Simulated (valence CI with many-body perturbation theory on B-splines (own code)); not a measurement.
The numbers below are computed, except where a source is named.
Hyperfine factors and g values of I40+

Level of theory: relativistic CI+MBPT: three valence electrons over a frozen Dirac-Fock core [Ne], a basis of 11 s, 11 p, 10 d, 8 f, 5 g, 2 h functions for each j, with the one-electron correlation potential Σ1, the two-electron term Σ2, the three-electron term Σ3, Breit, model QED; selected CI, second order for the rest, scaled by the run's own slope (own B-spline code, finite nucleus).

No measured spectrum was set against this ion. As an estimate, large intervals hold to a few tenths of a per cent, small ones and those within an open d or f shell to about a per cent.

A/g_I is the dipole constant over the nuclear g factor μ/I (μ in nuclear magnetons, uniformly magnetised nucleus), B/Q the quadrupole constant per barn. Both hold the static response of the core; the bare values leave it out. Large factors of s and p1/2 electrons are usually good to 5 to 10 %; those of open d and f shells near neutrality can be off by tens of per cent, and small factors of p3/2, d and f electrons come from cancelling terms and can be off by a factor of two or in sign, in half-filled shells by more. B is blank for J = 1/2, where it vanishes, and for nearly pure S terms. Energies count from the lowest level.

Levels are named by their leading jj configuration (3d3/2^4 stands for four electrons in 3d with j = 3/2), which in mixed levels can hold well under half, so a name can repeat and another be missing. Letters in brackets count levels of one name in rising energy.

```csv
Level,E (× 10³ cm⁻¹),g,A/g_I (MHz),A/g_I bare,B/Q (MHz/b),B/Q bare
(3s^2 3p1/2) J=1/2,0.00,0.657,435000,424000,,
(3s^2 3p3/2) J=3/2,610.16,1.328,69200,68900,129000,127000
(3s 3p1/2^2) J=1/2,793.62,2.318,1270000,1230000,,
(3s 3p1/2 3p3/2) J=3/2 [a],1268.5,1.672,338000,332000,105000,103000
(3s 3p1/2 3p3/2) J=5/2,1355.8,1.382,388000,380000,64200,63100
(3s 3p1/2 3p3/2) J=3/2 [b],1477.6,0.925,13800,15000,98200,96600
(3s 3p1/2 3p3/2) J=1/2,1543.7,1.176,-341000,-329000,,
(3s^2 3d3/2) J=3/2,1831.0,0.850,19000,20500,14900,15700
(3s^2 3d5/2) J=5/2,1852.5,1.330,171000,168000,11100,11700
(3s 3p3/2^2) J=5/2,2044.4,1.271,191000,187000,82900,82200
(3s 3p3/2^2) J=1/2,2157.8,1.823,1350000,1310000,,
(3s 3p3/2^2) J=3/2,2197.3,1.195,-176000,-168000,-40300,-39500
(3p1/2^2 3p3/2) J=3/2,2289.7,1.242,47100,48600,107000,105000
(3s 3p1/2 3d3/2) J=3/2 [a],2401.6,0.529,-109000,-105000,35300,35600
(3s 3p1/2 3d3/2) J=5/2,2459.4,1.054,337000,329000,-5560,-4340
(3s 3p1/2 3d3/2) J=1/2,2597.1,0.340,-516000,-500000,,
(3s 3p1/2 3d3/2) J=3/2 [b],2604.7,1.330,255000,251000,20400,20200
(3s 3p1/2 3d5/2) J=5/2 [a],2609.7,1.324,114000,113000,12100,13300
(3s 3p1/2 3d5/2) J=7/2,2656.7,1.257,254000,249000,-5590,-3880
(3s 3p1/2 3d5/2) J=5/2 [b],2711.2,1.150,76500,76300,19200,19900
(3s 3p1/2 3d5/2) J=3/2,2711.4,1.281,-144000,-137000,-20700,-19700
(3p1/2 3p3/2^2) J=5/2,2906.9,1.071,131000,129000,62300,61600
(3p1/2 3p3/2^2) J=3/2,2958.8,1.198,-36300,-32900,44100,43600
(3p1/2 3p3/2^2) J=1/2,2975.3,0.663,417000,405000,,
(3s 3p3/2 3d3/2) J=3/2 [a],3095.4,1.371,239000,235000,-12300,-12800
(3s 3p3/2 3d3/2) J=5/2 [a],3097.3,1.287,190000,187000,23000,22300
(3s 3p3/2 3d3/2) J=1/2 [a],3101.3,2.343,674000,660000,,
(3s 3p3/2 3d3/2) J=7/2,3112.8,1.319,221000,217000,74300,73400
(3s 3p3/2 3d5/2) J=9/2,3120.9,1.328,184000,181000,159000,157000
(3s 3p3/2 3d5/2) J=3/2 [a],3222.7,1.101,-70100,-65900,-64200,-62900
(3s 3p3/2 3d5/2) J=5/2 [a],3250.4,1.330,273000,267000,-63700,-62200
(3s 3p3/2 3d3/2) J=3/2 [b],3308.9,1.130,-2480,152,-71600,-70300
(3s 3p3/2 3d5/2) J=7/2 [a],3327.0,1.165,73200,72900,140000,139000
(3s 3p3/2 3d3/2) J=5/2 [b],3362.5,0.928,-57400,-53900,99100,98500
(3s 3p3/2 3d3/2) J=1/2 [b],3376.3,0.615,8750,9870,,
(3p1/2^2 3d3/2) J=3/2,3400.2,0.749,39700,39300,18400,19300
(3s 3p3/2 3d5/2) J=7/2 [b],3415.3,1.188,68300,68300,99500,99200
(3s 3p3/2 3d5/2) J=1/2,3476.1,0.673,-194000,-188000,,
(3s 3p3/2 3d5/2) J=3/2 [b],3520.7,1.302,312000,305000,39700,39800
(3s 3p3/2 3d5/2) J=5/2 [b],3534.8,1.123,-106000,-100000,-45500,-43800
```

Q: Take the isotope of mass number 127, with I = 5/2, μ = 2.8087 μN and Q = -0.688 b. What is the hyperfine structure of (3s^2 3p1/2) J=1/2?

A: From the table A = 489000 MHz. Shifts from the centre of gravity in MHz: F = 2: -856000, F = 3: 611000.
